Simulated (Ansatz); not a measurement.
Consider the redistribution: `ClC[SiH2]CCl` + `C#[C][GeH2][SbH2]` → `ClC[SiH2][SbH2]` + `C#[C][GeH2][CH2]Cl`.

Gas-phase electronic energies from Ansatz, PBE0-D4/def2-TZVP geometries. CBS: MP2 limit from def2 TZ/QZ plus the TZ coupled-cluster correction, frozen cores. Functionals use def2-TZVPP. Elements past krypton have def2 core potentials. For Ge, Sb outer-core shells are correlated without core-valence functions, which leaves a few kJ/mol of doubt a bond. Scalar relativity is left out up to krypton. One conformer a species, not always the lowest.

`ClC[SiH2]CCl`:

Z-matrix (Å, degrees):
```
C
Si 1 1.880
Cl 1 1.787 2 109.2
H 1 1.090 2 111.5 3 118.6
H 1 1.090 2 112.2 3 -119.2
C 2 1.880 1 109.2 3 -60.5
H 2 1.486 1 109.4 3 59.2
H 2 1.486 1 109.4 3 179.9
Cl 6 1.787 2 109.2 1 -60.5
H 6 1.090 2 111.5 1 58.1
H 6 1.090 2 112.2 1 -179.7
```

`C#[C][GeH2][SbH2]`:

Cartesian coordinates in Å:
```
C -2.367 -1.191 -0.228
C -1.479 -0.375 -0.214
Ge -0.019 0.842 -0.186
Sb 2.171 -0.594 -0.276
H -3.159 -1.904 -0.241
H -0.122 1.737 -1.432
H -0.135 1.702 1.081
H 1.994 -0.992 1.375
H 3.116 0.775 0.120
```

`ClC[SiH2][SbH2]`:

Z-matrix (Å, degrees):
```
C
Si 1 1.890
Cl 1 1.782 2 110.8
H 1 1.091 2 110.8 3 119.1
H 1 1.090 2 111.6 3 -120.0
Sb 2 2.569 1 114.0 3 64.4
H 2 1.491 1 107.5 3 -175.6
H 2 1.486 1 108.6 3 -58.2
H 6 1.710 2 90.1 1 49.4
H 6 1.706 2 91.1 1 -42.2
```

`C#[C][GeH2][CH2]Cl`:

```xyz
10

C    -1.786    1.953    0.220
C    -0.763    1.339    0.052
Ge    0.838    0.354   -0.199
C     0.464   -1.539    0.166
Cl   -0.671   -2.206   -1.028
H    -2.692    2.496    0.365
H     1.893    0.864    0.796
H     1.319    0.520   -1.644
H     1.381   -2.126    0.120
H     0.018   -1.655    1.153
```

```csv
species,PBE0 energy (Eh)
`ClC[SiH2]CCl`,-1289.26559
`C#[C][GeH2][SbH2]`,-2396.07694
`ClC[SiH2][SbH2]`,-1031.37680
`C#[C][GeH2][CH2]Cl`,-2653.95330
```

**Question.** Work out ΔE.

**Answer.** ΔE = (-1031.37680) + (-2653.95330) − (-1289.26559) − (-2396.07694) = 0.01243 Eh = +32.6 kJ/mol. CCSD(T)/CBS gives +30.3 kJ/mol.

Largest T1 diagnostic among the species: 0.013.

In def2-TZVPP, CCSD(T) changes the Hartree–Fock value by −7.5 kJ/mol (the triples alone add −0.7 kJ/mol) and MP2 by −7.3 kJ/mol.
